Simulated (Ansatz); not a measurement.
Geometry optimisation, RKS PBE0-D4/def2-SVP in Ansatz.

Input:

```yaml
crystal:
  periodic: [false, false, false]
  atoms:
    - { symbol: Si, position_ang: [0.0, 0.0, 0.0] }
    - { symbol: O, position_ang: [0.0, 0.0, 1.68] }
    - { symbol: Si, position_ang: [-1.3147, -0.4067, 2.6436] }
    - { symbol: H, position_ang: [-2.239, -1.2403, 1.8804] }
    - { symbol: H, position_ang: [-0.8506, -1.1432, 3.8157] }
    - { symbol: H, position_ang: [-1.9987, 0.8095, 3.0733] }
    - { symbol: F, position_ang: [1.4994, 0.0, -0.5295] }
    - { symbol: F, position_ang: [-0.7489, 1.2974, -0.5295] }
    - { symbol: F, position_ang: [-0.7489, -1.2974, -0.5295] }
basis:
  gaussian: { orbitals: def2-SVP }
hamiltonian:
  xc: pbe0
  dispersion: d4
relax:
  f_tol: 0.02
  max_steps: 40
```

Run as:

```bash
$ ansatz run input.yaml --threads 2 --pin off --max-ram 3072MiB --backend cpu --events-out ev --progress --plain --runs-dir out
```

Task: Where does it end, and by what steps?

Result: The run converged. The force dipped under the threshold on the way, but the program's further checks kept it going. After 9 steps the energy has fallen by 0.187 eV; H4 moved furthest, 0.53 Å.

```tsv
step	energy less start (eV)	largest force component (eV/Å)	accepted
0	0.0000	2.208	yes
1	-0.0868	1.471	yes
2	-0.1435	0.345	yes
3	-0.1649	0.221	yes
4	-0.1797	0.268	yes
5	-0.1857	0.033	yes
6	-0.1864	0.005	yes
7	-0.1867	0.026	yes
8	-0.1861	0.070	no
9	-0.1869	0.005	yes
```

```xyz
9
Properties=species:S:1:pos:R:3
Si 0.010 -0.013 -0.095
O -0.386 -0.152 1.451
Si -1.407 -0.423 2.745
H -2.565 -1.244 2.292
H -0.636 -1.147 3.791
H -1.880 0.890 3.262
F 1.589 0.119 -0.254
F -0.661 1.275 -0.755
F -0.466 -1.286 -0.932
```

Whether the end is a true minimum wasn't checked by a vibrational analysis.

The run took 16 s on 2 threads of Intel(R) Xeon(R) 6975P-C (Granite Rapids) (shared host), peak memory 0.26 GiB.
